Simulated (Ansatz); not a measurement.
`O[SiH](O)N[SiH2]Cl` → `[NH][SiH2]Cl`• + `O[SiH]O`•  (homolysis of the N–Si bond)

Calculated with Ansatz (gas phase, PBE0-D4/def2-TZVP geometries, no zero-point term in ΔE). CCSD(T)/CBS adds triple-zeta CCSD(T) − MP2 to the extrapolated MP2 energy (def2 sets, frozen cores). Functionals use def2-TZVPP. B3LYP here is the variant with VWN-RPA as its local correlation; programs differ in this. Open shells (•) are unrestricted, without spin–orbit coupling. One conformer a species, not always the lowest.

| level | ΔE (kcal/mol) | difference from CCSD(T)/CBS |
| --- | --- | --- |
| PBE-D4 | 119.5 | -8.9 |
| r2SCAN-D4 | 118.9 | -9.5 |
| PBE0-D4 | 122.0 | -6.4 |
| B3LYP-D4 | 121.1 | -7.3 |
| ωB97X-V | 125.8 | -2.6 |
| ωB97M-V | 127.9 | -0.5 |
| B2PLYP | 121.8 | -6.6 |
| PBE | 116.1 | -12.3 |
| r2SCAN | 118.0 | -10.4 |
| PBE0 | 119.0 | -9.4 |
| B3LYP | 115.7 | -12.7 |
| HF/def2-TZVPP | 97.5 | -30.9 |
| MP2/def2-TZVPP | 132.2 | 3.8 |
| SCS-MP2/def2-TZVPP | 129.2 | 0.8 |
| CCSD/def2-TZVPP | 123.4 | -5.0 |
| CCSD(T)/def2-TZVPP | 125.5 | -2.9 |
| HF/def2-QZVPP | 97.3 | -31.1 |
| MP2/def2-QZVPP | 133.8 | 5.4 |
| SCS-MP2/def2-QZVPP | 131.0 | 2.6 |
| HF/CBS(def2) | 97.3 | -31.1 |
| MP2/CBS(def2) | 135.1 | 6.7 |
| CCSD/CBS(def2) | 126.3 | -2.1 |
| CCSD(T)/CBS | 128.4 | 0 |

Largest T1 diagnostic among the species: 0.015.

The D4 term adds +5.4 kcal/mol with B3LYP and +3.0 kcal/mol with PBE0; it sums over pairs of atoms, weighted by their polarisabilities, and B3LYP, whose exchange is more repulsive, gets the larger term. In def2-TZVPP, CCSD(T) changes the Hartree–Fock value by +28.0 kcal/mol (the triples alone add +2.1 kcal/mol) and MP2 by +34.7 kcal/mol; breaking electron pairs costs correlation energy, which Hartree–Fock lacks.
